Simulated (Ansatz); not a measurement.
# Molecular dynamics of ClF4Ta

Input file:

```yaml
crystal:
  periodic: [false, false, false]
  atoms:
    - { symbol: Ta, position_ang: [1.0e-06, 0.0, 0.029785] }
    - { symbol: F, position_ang: [1.845582, 0.0, -0.006894] }
    - { symbol: Cl, position_ang: [-2.0e-06, 0.0, 2.372955] }
    - { symbol: F, position_ang: [-1.0e-06, 0.0, -1.842061] }
    - { symbol: F, position_ang: [-0.92279, 1.598321, -0.006892] }
    - { symbol: F, position_ang: [-0.92279, -1.598321, -0.006892] }
basis:
  gaussian: { orbitals: def2-SVP }
hamiltonian:
  xc: hf
md:
  timestep: 2.0
  n_steps: 100
  ensemble: nvt_langevin
  temperature: 1500.0
  initial_velocities: maxwell_boltzmann
  seed: 262616
  friction: 0.02
```

Launched with:

```bash
$ ansatz run input.yaml --threads 1 --pin off --max-ram 2048MiB --backend cpu --events-out ev --progress --plain --runs-dir out
```

It starts from a relaxed structure.

Output, in part (one step line in 2, the closing report, with atoms numbered from 0):

```
md step     0: t =     0.00 fs  T =  1250.0 K  F+E_penalty+E_count = -24857.21185297 eV  E_kin = 0.969450 eV  (39 SCF iters)
md step     2: t =     4.00 fs  T =  1447.2 K  F+E_penalty+E_count = -24857.13790423 eV  E_kin = 1.122406 eV  (39 SCF iters)
md step     4: t =     8.00 fs  T =  1322.9 K  F+E_penalty+E_count = -24856.97553378 eV  E_kin = 1.025982 eV  (39 SCF iters)
md step     6: t =    12.00 fs  T =  1493.3 K  F+E_penalty+E_count = -24856.88335746 eV  E_kin = 1.158161 eV  (39 SCF iters)
md step     8: t =    16.00 fs  T =  1532.9 K  F+E_penalty+E_count = -24856.80701201 eV  E_kin = 1.188818 eV  (39 SCF iters)
md step    10: t =    20.00 fs  T =  1427.6 K  F+E_penalty+E_count = -24856.72516778 eV  E_kin = 1.107155 eV  (39 SCF iters)
md step    12: t =    24.00 fs  T =  1076.6 K  F+E_penalty+E_count = -24856.69924038 eV  E_kin = 0.834932 eV  (39 SCF iters)
md step    14: t =    28.00 fs  T =  1373.4 K  F+E_penalty+E_count = -24856.66964931 eV  E_kin = 1.065179 eV  (39 SCF iters)
md step    16: t =    32.00 fs  T =  1163.4 K  F+E_penalty+E_count = -24856.59053923 eV  E_kin = 0.902272 eV  (39 SCF iters)
md step    18: t =    36.00 fs  T =  1356.2 K  F+E_penalty+E_count = -24856.56150731 eV  E_kin = 1.051831 eV  (39 SCF iters)
md step    20: t =    40.00 fs  T =  1871.7 K  F+E_penalty+E_count = -24856.61798516 eV  E_kin = 1.451639 eV  (39 SCF iters)
md step    22: t =    44.00 fs  T =  1641.8 K  F+E_penalty+E_count = -24856.69410448 eV  E_kin = 1.273339 eV  (39 SCF iters)
md step    24: t =    48.00 fs  T =  1748.3 K  F+E_penalty+E_count = -24856.79585601 eV  E_kin = 1.355909 eV  (39 SCF iters)
md step    26: t =    52.00 fs  T =  1913.3 K  F+E_penalty+E_count = -24856.87583558 eV  E_kin = 1.483916 eV  (39 SCF iters)
md step    28: t =    56.00 fs  T =  1844.1 K  F+E_penalty+E_count = -24856.85469960 eV  E_kin = 1.430228 eV  (39 SCF iters)
md step    30: t =    60.00 fs  T =  1937.1 K  F+E_penalty+E_count = -24856.79749170 eV  E_kin = 1.502335 eV  (39 SCF iters)
md step    32: t =    64.00 fs  T =  1764.9 K  F+E_penalty+E_count = -24856.75298488 eV  E_kin = 1.368804 eV  (39 SCF iters)
md step    34: t =    68.00 fs  T =  1862.1 K  F+E_penalty+E_count = -24856.67420717 eV  E_kin = 1.444135 eV  (39 SCF iters)
md step    36: t =    72.00 fs  T =  1528.2 K  F+E_penalty+E_count = -24856.52855330 eV  E_kin = 1.185215 eV  (39 SCF iters)
md step    38: t =    76.00 fs  T =   994.8 K  F+E_penalty+E_count = -24856.37676165 eV  E_kin = 0.771536 eV  (40 SCF iters)
md step    40: t =    80.00 fs  T =  1530.9 K  F+E_penalty+E_count = -24856.20043022 eV  E_kin = 1.187329 eV  (39 SCF iters)
md step    42: t =    84.00 fs  T =  1368.1 K  F+E_penalty+E_count = -24855.98998712 eV  E_kin = 1.061047 eV  (39 SCF iters)
md step    44: t =    88.00 fs  T =  1008.2 K  F+E_penalty+E_count = -24855.83562026 eV  E_kin = 0.781897 eV  (40 SCF iters)
md step    46: t =    92.00 fs  T =  1109.4 K  F+E_penalty+E_count = -24855.77433685 eV  E_kin = 0.860428 eV  (40 SCF iters)
md step    48: t =    96.00 fs  T =  1015.9 K  F+E_penalty+E_count = -24855.74732372 eV  E_kin = 0.787884 eV  (40 SCF iters)
md step    50: t =   100.00 fs  T =   942.1 K  F+E_penalty+E_count = -24855.79287720 eV  E_kin = 0.730636 eV  (39 SCF iters)
md step    52: t =   104.00 fs  T =  1164.5 K  F+E_penalty+E_count = -24855.96221568 eV  E_kin = 0.903121 eV  (39 SCF iters)
md step    54: t =   108.00 fs  T =  1407.6 K  F+E_penalty+E_count = -24856.21596060 eV  E_kin = 1.091658 eV  (43 SCF iters)
md step    56: t =   112.00 fs  T =  1488.3 K  F+E_penalty+E_count = -24856.43482363 eV  E_kin = 1.154262 eV  (39 SCF iters)
md step    58: t =   116.00 fs  T =  1639.0 K  F+E_penalty+E_count = -24856.63510738 eV  E_kin = 1.271104 eV  (39 SCF iters)
md step    60: t =   120.00 fs  T =  2146.1 K  F+E_penalty+E_count = -24856.79085939 eV  E_kin = 1.664414 eV  (39 SCF iters)
md step    62: t =   124.00 fs  T =  1861.2 K  F+E_penalty+E_count = -24856.81423992 eV  E_kin = 1.443468 eV  (40 SCF iters)
md step    64: t =   128.00 fs  T =  1501.8 K  F+E_penalty+E_count = -24856.74459899 eV  E_kin = 1.164713 eV  (39 SCF iters)
md step    66: t =   132.00 fs  T =   994.5 K  F+E_penalty+E_count = -24856.61790152 eV  E_kin = 0.771320 eV  (39 SCF iters)
md step    68: t =   136.00 fs  T =  1006.7 K  F+E_penalty+E_count = -24856.50345793 eV  E_kin = 0.780792 eV  (39 SCF iters)
md step    70: t =   140.00 fs  T =  1108.7 K  F+E_penalty+E_count = -24856.48685609 eV  E_kin = 0.859869 eV  (39 SCF iters)
md step    72: t =   144.00 fs  T =  1381.0 K  F+E_penalty+E_count = -24856.61750153 eV  E_kin = 1.071072 eV  (39 SCF iters)
md step    74: t =   148.00 fs  T =  1807.3 K  F+E_penalty+E_count = -24856.70985221 eV  E_kin = 1.401649 eV  (36 SCF iters)
md step    76: t =   152.00 fs  T =  1605.0 K  F+E_penalty+E_count = -24856.66858396 eV  E_kin = 1.244780 eV  (36 SCF iters)
md step    78: t =   156.00 fs  T =  1589.4 K  F+E_penalty+E_count = -24856.55341922 eV  E_kin = 1.232682 eV  (37 SCF iters)
md step    80: t =   160.00 fs  T =  1594.1 K  F+E_penalty+E_count = -24856.36956072 eV  E_kin = 1.236285 eV  (37 SCF iters)
md step    82: t =   164.00 fs  T =  1145.1 K  F+E_penalty+E_count = -24856.18763740 eV  E_kin = 0.888090 eV  (39 SCF iters)
md step    84: t =   168.00 fs  T =   893.4 K  F+E_penalty+E_count = -24855.99872402 eV  E_kin = 0.692863 eV  (40 SCF iters)
md step    86: t =   172.00 fs  T =   959.7 K  F+E_penalty+E_count = -24855.90207652 eV  E_kin = 0.744280 eV  (39 SCF iters)
md step    88: t =   176.00 fs  T =   999.1 K  F+E_penalty+E_count = -24855.92032625 eV  E_kin = 0.774868 eV  (39 SCF iters)
md step    90: t =   180.00 fs  T =   874.8 K  F+E_penalty+E_count = -24856.09531937 eV  E_kin = 0.678490 eV  (41 SCF iters)
md step    92: t =   184.00 fs  T =  1012.9 K  F+E_penalty+E_count = -24856.29017532 eV  E_kin = 0.785592 eV  (39 SCF iters)
md step    94: t =   188.00 fs  T =  1646.5 K  F+E_penalty+E_count = -24856.51412842 eV  E_kin = 1.276964 eV  (39 SCF iters)
md step    96: t =   192.00 fs  T =  2061.8 K  F+E_penalty+E_count = -24856.63583054 eV  E_kin = 1.599072 eV  (37 SCF iters)
md step    98: t =   196.00 fs  T =  1977.5 K  F+E_penalty+E_count = -24856.41716262 eV  E_kin = 1.533665 eV  (38 SCF iters)
md step   100: t =   200.00 fs  T =  1677.9 K  F+E_penalty+E_count = -24856.27019909 eV  E_kin = 1.301302 eV  (66 SCF iters)
Total energy: -24856.27019909 eV, -913.4510816315 hartree
Atom 0 at    -0.319951     0.333316     0.034719 Å, force     6.273634    -1.739377     5.041174 eV/Å
Atom 1 at     1.318638     0.272464     1.079574 Å, force    -1.344290     0.161933    -2.195975 eV/Å
Atom 2 at    -1.094554     0.478135     2.379586 Å, force    -0.473134    -0.093991    -1.670263 eV/Å
Atom 3 at     0.669749     0.485765    -1.559076 Å, force     0.103324    -0.000214     0.656884 eV/Å
Atom 4 at    -1.205598     1.717134    -0.515543 Å, force    -3.092037     4.153820    -1.316207 eV/Å
Atom 5 at    -0.893618    -1.256355    -0.499772 Å, force    -1.467497    -2.482172    -0.515613 eV/Å
Dipole moment:    -0.325325     0.004036    -0.370721 e Å
```

The run went to its last step. A run of 0.2 ps of so small a system gives no equilibrium averages.

The same pairs are bonded in the first frame and the last. Pairs count as bonded within 1.25 times the sum of covalent radii (0.12 Å more for H–H).

Last frame:

```xyz
6
Properties=species:S:1:pos:R:3
Ta -0.320 0.333 0.035
F 1.319 0.273 1.080
Cl -1.095 0.478 2.380
F 0.670 0.486 -1.559
F -1.206 1.717 -0.515
F -0.894 -1.256 -0.500
```

Time of the run: 5 min on 1 thread of Arm Neoverse V1, on a shared host, peak memory 0.22 GiB.
